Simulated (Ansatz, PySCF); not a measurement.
C₂H₆Zn, triplet, geometry from GFN2-xTB (such geometries of metal compounds can be far from the true shape) (a higher spin typed on purpose: for a closed-shell molecule this is an excited state). Base run: PBE/cc-pVDZ (PySCF).

The PySCF input:
```python
from pyscf import gto, scf, dft

mol = gto.M(
    atom='''
Zn    0.190542   -0.648909    0.118071
C     0.920613    1.198423   -1.156166
H     1.930307    0.915754   -1.415434
H     0.876613    2.091309   -0.556201
H     0.263223    1.234238   -2.010281
C    -1.517924    0.835776    0.786036
H    -2.248511    0.167920    1.218256
H    -1.891890    1.366315   -0.072927
H    -1.062138    1.486545    1.515224
''',
    basis='cc-pvdz',
    charge=0,
    spin=2,
    verbose=3,
)

mf = dft.UKS(mol)
mf.xc = 'pbe'
mf.kernel()
```

The same geometry, method and basis name were run in Ansatz (a program for electronic structure) and PySCF, at each program's defaults and at the settings that a row names. The base is PySCF at its defaults. Differences at the defaults can come from grids, fitting, cores and function types together.

```json
[
 {"code and settings": "PySCF, defaults (exact integrals, its default grid, spherical functions)", "ΔE vs base (µEh)": "0.0", "basis functions": "101", "E (Eh)": "-1858.74136", "SCF cycles": "12", "dipole (D)": "1.26"},
 {"code and settings": "Ansatz, defaults (factorised integrals, its default grid, spherical functions)", "ΔE vs base (µEh)": "-0.2", "basis functions": "101", "E (Eh)": "-1858.74136", "SCF cycles": "-", "dipole (D)": "-"},
 {"code and settings": "PySCF, density fitting with def2-universal-jkfit", "ΔE vs base (µEh)": "-98.9", "basis functions": "101", "E (Eh)": "-1858.74145", "SCF cycles": "12", "dipole (D)": "1.26"},
 {"code and settings": "PySCF, fine grid", "ΔE vs base (µEh)": "1.5", "basis functions": "101", "E (Eh)": "-1858.74135", "SCF cycles": "12", "dipole (D)": "1.26"},
 {"code and settings": "Ansatz, high accuracy", "ΔE vs base (µEh)": "0.9", "basis functions": "101", "E (Eh)": "-1858.74135", "SCF cycles": "-", "dipole (D)": "-"}
]
```

Open shells are given as the SCF converged; they aren't shown to be the lowest states, and a large step between rows can be another state.
